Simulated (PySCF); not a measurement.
**Electron correlation in C (carbon, neutral)**

[He] 2s1 2p3, 2s spin antiparallel (an excited configuration). Computed with PySCF 2.14 in x2c-QZVPPall (7s4p3d2f1g, 57 functions), with the spin-free X2C one-electron Hamiltonian (Gaussian nucleus). Frozen: nothing; 6 electrons correlated.

MP2 pair energies summed by pair of shells (mhartree):

```json
{"pair": "2s-2p", "energy": "-110.62", "share (%)": "70.1"}
{"pair": "2p-2p", "energy": "-23.99", "share (%)": "15.2"}
{"pair": "1s-1s", "energy": "-15.25", "share (%)": "9.7"}
{"pair": "1s-2p", "energy": "-6.02", "share (%)": "3.8"}
{"pair": "1s-2s", "energy": "-1.83", "share (%)": "1.2"}
```

Total MP2 correlation energy: -157.70 mhartree.

Same-spin part -27.20 and opposite-spin part -130.50 mhartree; SCS-MP2 scales them by 1/3 and 6/5 to -165.67 mhartree.

This basis was not built for core-valence correlation, so the inner-shell part is incomplete.
